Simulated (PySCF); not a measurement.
How methods differ on the excitation energy of Co

Co [Ar] 3d7 4s2 (4F) → Co [Ar] 3d8 4s1 (4F), as a difference of total energies. Calculation: PySCF 2.14, in aug-cc-pwCVTZ-DK with one added diffuse shell each of s, p, d, f, g type (11s10p8d5f4g, 152 functions); scalar relativity by spin-free X2C-1e. Correlated levels: valence: [Ar] frozen; valence and next inner shell: [Ne] frozen; nothing frozen. The calculations carry no spin-orbit coupling.

```csv
method,excitation energy (eV),error (eV)
UHF,1.950,+1.533
LDA,-0.391,-0.808
PBE,-0.270,-0.687
PBE0,0.211,-0.206
r2SCAN,-0.030,-0.447
MP2 (valence),0.128,-0.289
SCS-MP2 (valence),0.338,-0.079
MP2 (valence and next inner shell),-0.371,-0.788
SCS-MP2 (valence and next inner shell),-0.015,-0.432
MP2 (all electrons),-0.384,-0.801
SCS-MP2 (all electrons),-0.019,-0.436
```

Reference: 0.417 eV (measured; NIST levels, between the centres of gravity of the two terms).
